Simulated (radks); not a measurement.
The titanium ion Ti5+, configuration [Ne] 3s2 3p5. Method: scalar-relativistic Kohn-Sham, LDA (Slater exchange, Perdew-Wang correlation), spin-polarised, spherical densities, finite nucleus; open shells are filled with parallel spins first; Fermi nuclear charge, rms radius 3.5921 fm; computed with a radial shooting solver on a logarithmic mesh with Libxc functionals.

Normalised radial functions P(r) = r R(r), r in bohr:

r          2p up  2p down
0.008171  0.0212   0.0212
0.01153   0.0402   0.0402
0.01639   0.0763   0.0763
0.02312   0.1402   0.1402
0.03261   0.2505   0.2505
0.04637   0.4359   0.4359
0.06541   0.7095   0.7094
0.09226   1.0725   1.0724
0.1312    1.4758   1.4756
0.1851    1.7593   1.7593
0.261     1.7532   1.7535
0.3712    1.3658   1.3662
0.5236    0.7760   0.7757
0.7385    0.2878   0.2870
1.05      0.0571   0.0568
1.481     0.0052   0.0052
2.089     0.0002   0.0002
2.971     0.0000   0.0000

2p up: eigenvalue -525.94 eV, 0 radial nodes, <r> = 0.290 bohr, 90 % of the charge inside 0.477 bohr. 2p down: eigenvalue -525.38 eV, 0 radial nodes, <r> = 0.290 bohr, 90 % of the charge inside 0.477 bohr.
